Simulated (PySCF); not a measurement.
# Electronic absorption of 1,4-benzodioxane

Compound: 1,4-benzodioxane, C8H8O2.
Geometry (PBE0-D3(BJ)/def2-SVP, Å), atoms numbered from 1 in this order:
```
atom  x, y, z in Å
C1     2.765   -0.581   -0.160
C2     2.724    0.756    0.240
C3     1.499    1.387    0.432
C4     0.308    0.690    0.234
C5     0.349   -0.663   -0.149
C6     1.580   -1.286   -0.350
O7    -0.787   -1.386   -0.329
C8    -1.939   -0.792    0.221
C9    -1.985    0.678   -0.130
O10   -0.870    1.343    0.415
H11    3.723   -1.080   -0.319
H12    3.650    1.313    0.397
H13    1.433    2.435    0.731
H14    1.578   -2.336   -0.649
H15   -1.940   -0.910    1.321
H16   -2.807   -1.327   -0.189
H17   -1.998    0.796   -1.229
H18   -2.883    1.158    0.284
```

Theory: PySCF 2.14.0, density-fitted response routines, TDDFT PBE0/def2-SVPD, vertical, gas phase, core orbitals frozen in the response.

Problem. List the vertical singlet excitations with oscillator strengths and describe the spectrum.

Solution. 

```csv
state,E (eV),ν̃ (cm⁻¹),f,symmetry,"main configurations (H = HOMO, L = LUMO)"
S1,4.99,40210,0.042,A,"H→L (79%), H-1→L+1 (19%)"
S2,5.60,45150,0.016,B,"H→L+1 (76%), H-1→L (19%)"
S3,6.01,48460,0.0066,B,"H→L+2 (71%), H-1→L (23%)"
S4,6.41,51740,0.0078,B,H→L+3 (94%)
S5,6.43,51860,0.268,B,"H-1→L (51%), H→L+1 (20%), H→L+2 (16%)"
S6,6.48,52290,0.410,A,"H-1→L+1 (67%), H→L (13%), H-1→L+2 (12%)"
S7,6.66,53730,0.016,B,"H→L+5 (83%), H→L+2 (8%)"
S8,6.72,54160,0.058,A,"H→L+4 (76%), H-1→L+2 (13%)"
S9,6.83,55080,0.150,A,"H-1→L+2 (59%), H→L+4 (21%)"
S10,6.94,55940,0.010,A,H→L+6 (97%)
```

Triplets, Tamm–Dancoff:

```json
{"state": "T1", "E (eV)": "3.92", "λ (nm)": "316.5", "main configurations (H = HOMO, L = LUMO)": "H→L+1 (51%), H-1→L (40%)"}
{"state": "T2", "E (eV)": "4.13", "λ (nm)": "300.0", "main configurations (H = HOMO, L = LUMO)": "H→L (97%)"}
{"state": "T3", "E (eV)": "4.50", "λ (nm)": "275.8", "main configurations (H = HOMO, L = LUMO)": "H-1→L (56%), H→L+1 (39%)"}
{"state": "T4", "E (eV)": "5.16", "λ (nm)": "240.2", "main configurations (H = HOMO, L = LUMO)": "H-1→L+1 (90%)"}
```

The lowest singlet lies at 4.99 eV (249 nm, ultraviolet) and is of moderate strength; its leading configuration is HOMO→LUMO (79%). The strongest level in the table is S6 at 6.48 eV (191 nm, f = 0.410). Löwdin shares by element: HOMO carbon 31% or more, oxygen 29% (atoms not listed hold the other 40%); LUMO carbon 65% or more (atoms not listed hold the other 35%). Weighted by f, the mean energy of these states is 6.46 eV. The oscillator strengths of these states sum to 0.984; summed over the whole spectrum of an exact calculation they would give the number of electrons, 72 (Thomas–Reiche–Kuhn). Of the 10 states listed, 8 reach f = 0.01 and none stays under 0.0005. No computed singlet lies in the visible range (380 to 750 nm); the lowest, at 249 nm, stands 1.72 eV above its violet end (3.26 eV). The vertical ionisation energy (ΔSCF) is 7.99 eV, 1.06 eV above S10. Symmetry labels in C2 follow from the direction of the transition dipole and are given only for states with f of 0.002 or more. Singlets were solved by full linear response, triplets in the Tamm–Dancoff approximation.

One conformer stands for the species.
